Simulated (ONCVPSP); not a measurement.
## Which change was made? (Ca, ONCV)

* Element: calcium
* Generator: ONCVPSP 4.0.1
* Type: optimised norm-conserving Vanderbilt (ONCV)
* Functional: PBE
* Relativity: scalar-relativistic
* Frozen core: [Ar]
* Valence charge: 2
* Reference configuration: 4s1.75 4p0.25
* Partial waves: 4s: rc 3.35 bohr, ncon 4, nbas 7, qcut 2.2 1/bohr, local; 4p: rc 3.35 bohr, ncon 4, nbas 7, qcut 2 1/bohr, 2 projectors, debl 3.8 Ha; d scattering state at 0.16 Ha: rc 3.60 bohr, ncon 5, nbas 9, qcut 2.8 1/bohr, 3 projectors, debl 4 Ha
* Local potential: the s channel
* Core correction: Teter function, fcfact 5.5, rcfact 1.3

In the d channel the program set the typed energies aside and used -0.082, 3.918, 7.918 Ha.

Cutoffs, loose and tight: the cutoffs (Ha) at which the residual kinetic energy of the hardest occupied pseudo-wave falls to 1 and 0.1 mHa per electron. They do not see the model core or the augmentation charge, which bear on the density cutoff. Test errors are all-electron minus pseudo excitation energies from the reference, over the configurations 4s2 4p0; 4s1 4p0; 4s1.5 4p0; 4s0 4p2; variants that change the core or the reference have their own tests.

The base gives: outcome: generated, projector energies reset by the program; cutoff, loose: 1.8 Ha; cutoff, tight: 3.0 Ha; bound ghosts: p; GHOST(+) flags above zero: p; largest test error (meV): -7.7.

Task: After one change the result is: outcome: generated, projector energies reset by the program; cutoff, loose: 1.5 Ha; cutoff, tight: 2.3 Ha; bound ghosts: none; GHOST(+) flags above zero: p, d; largest test error (meV): -18. Which change was it?
A. all radii but the core radius scaled by about 0.91 (s 3.06, p 3.06, d 3.28 bohr)
B. all radii but the core radius scaled by about 1.32 (s 4.44, p 4.44, d 4.76 bohr)
C. all radii but the core radius scaled by about 1.07 (s 3.58, p 3.58, d 3.84 bohr)
D. all radii but the core radius scaled by about 1.19 (s 4.00, p 4.00, d 4.30 bohr)

Result: D. The others give: all radii but the core radius scaled by about 1.07 (s 3.58, p 3.58, d 3.84 bohr) → outcome: generated, projector energies reset by the program; cutoff, loose: 1.7 Ha; cutoff, tight: 2.8 Ha; bound ghosts: none; GHOST(+) flags above zero: p, d; largest test error (meV): -9.6 | all radii but the core radius scaled by about 1.32 (s 4.44, p 4.44, d 4.76 bohr) → outcome: generated, projector energies reset by the program; cutoff, loose: 1.4 Ha; cutoff, tight: 1.9 Ha; bound ghosts: none; GHOST(+) flags above zero: p, d; largest test error (meV): -29 | all radii but the core radius scaled by about 0.91 (s 3.06, p 3.06, d 3.28 bohr) → outcome: generated, projector energies reset by the program; cutoff, loose: 1.9 Ha; cutoff, tight: 10 Ha; bound ghosts: none; GHOST(+) flags above zero: none; largest test error (meV): +4.1.
